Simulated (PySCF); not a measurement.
A structure optimised at r2SCAN-D4/def2-SVP, used in a PySCF frequency run:

```xyz
7

Te     0.1030    -0.2810     0.5272
O      0.7762    -1.3877    -1.0380
H      1.6960    -1.1070    -1.1639
Si    -0.7501     1.5137    -1.0048
H     -1.3656     2.5675    -0.1417
H     -1.7685     0.9595    -1.9422
H      0.3731     2.1004    -1.7940
```
Charge 0, spin multiplicity 1.

Problem. Write its SMILES and formula.

Solution. O[Te][SiH3], H₄OSiTe

Problem. What are its rotational constants (standard atomic weights)?

Solution. 7.4132, 2.8715, 2.1362 GHz
